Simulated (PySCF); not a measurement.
**Computed vibrations of [Gd(HCN)]3+**

[Gd(HCN)]3+ (singlet in the valence; each metal's 4f electrons, 7 of them, lie in its core potential, out of spins and levels). PySCF 2.14.0, RKS PBE0, Gd lcecp-1-SVP with ECP53, N def2-SVP, C def2-SVP, H def2-SVP; non-relativistic Hamiltonian with scalar-relativistic core potentials where named; density fitting; no spin-orbit coupling. Central differences of gradients.

```xyz
4

Gd    0.0000    0.0000   -0.4146
N     0.0000    0.0000    1.8207
C     0.0000    0.0000    2.9870
H     0.0000    0.0000    4.1029
```

Run from Python with OMP_NUM_THREADS=2. Where DIIS fails, smearing, a level shift and second-order steps follow.
It took 15 s on 2 threads of Arm Neoverse V1, on a shared host.

(1) What are the harmonic wavenumbers and infrared intensities?

(2) Is this a minimum?

An lcecp potential fixes the number of 4f electrons, so in runs with it no electron can move into or out of that shell.

Answers

(1) Modes are labelled in C∞v; negative numbers are unstable modes, those under 60 cm⁻¹ near the noise; a finer grid moves soft modes by up to 10 cm⁻¹.
| cm⁻¹ | km/mol | symmetry |
| --- | --- | --- |
| 268 | 81.6 | π |
| 268 | 81.6 | π |
| 397 | 37.2 | σ+ |
| 873 | 11.7 | π |
| 873 | 11.7 | π |
| 2143 | 816.6 | σ+ |
| 3159 | 218.9 | σ+ |

(2) Yes. Ideal gas at 298.15 K and 1 bar: S = 283.2 J/(mol K), Cp = 54.3 J/(mol K), H − H(0 K) = 12.2 kJ/mol (rigid rotor, harmonic modes, spin degeneracy alone, that of the 4f electrons in the core included).
